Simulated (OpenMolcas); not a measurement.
Ir6+ (d3) among equal point charges was computed by CASSCF with the d shell active (OpenMolcas, ANO-RCC-VDZP on the metal). Its lowest spin-free states, and all those of the highest spin:

```json
{"2S+1": "4", "Degeneracy": "3", "E (cm-1)": "0.0"}
{"2S+1": "4", "Degeneracy": "3", "E (cm-1)": "3059"}
{"2S+1": "4", "Degeneracy": "1", "E (cm-1)": "6729"}
{"2S+1": "2", "Degeneracy": "2", "E (cm-1)": "14879"}
{"2S+1": "4", "Degeneracy": "3", "E (cm-1)": "16992"}
{"2S+1": "2", "Degeneracy": "3", "E (cm-1)": "17052"}
{"2S+1": "2", "Degeneracy": "3", "E (cm-1)": "17247"}
{"2S+1": "2", "Degeneracy": "1", "E (cm-1)": "19148"}
{"2S+1": "2", "Degeneracy": "3", "E (cm-1)": "21500"}
{"2S+1": "2", "Degeneracy": "3", "E (cm-1)": "22876"}
{"2S+1": "2", "Degeneracy": "3", "E (cm-1)": "23056"}
{"2S+1": "2", "Degeneracy": "2", "E (cm-1)": "24370"}
```

Is the site octahedral, tetrahedral or cube-like, axial, or of lower symmetry?

The states with 2S+1 = 4 have orbital degeneracies 3, 3, 1, 3. Threefold states need a cubic site. For d3 at this spin an octahedron puts the single A2 below the threefold T2 and a tetrahedron or cube puts the threefold T1 below the threefold T2, so the site is a tetrahedron or a cube, which this pattern cannot tell apart. The run had Ir6+ among 8 point charges of -1.2 e arranged as a cube (Oh), 2.02 Å from the ion.

Spin-orbit coupling mixes the spin-free states strongly: the lowest level takes only 49 % from its leading state, 4T1. Without dynamic correlation the repulsion within the d shell is too large (B by tens of per cent), so at a given field states of lower spin stand too high. Point charges give a weaker field than real ligands, and real ions of this kind are as a rule low spin; the high spin found here belongs to the model. This is an electrostatic model: the charges have no orbitals. No measured value stands beside these numbers.
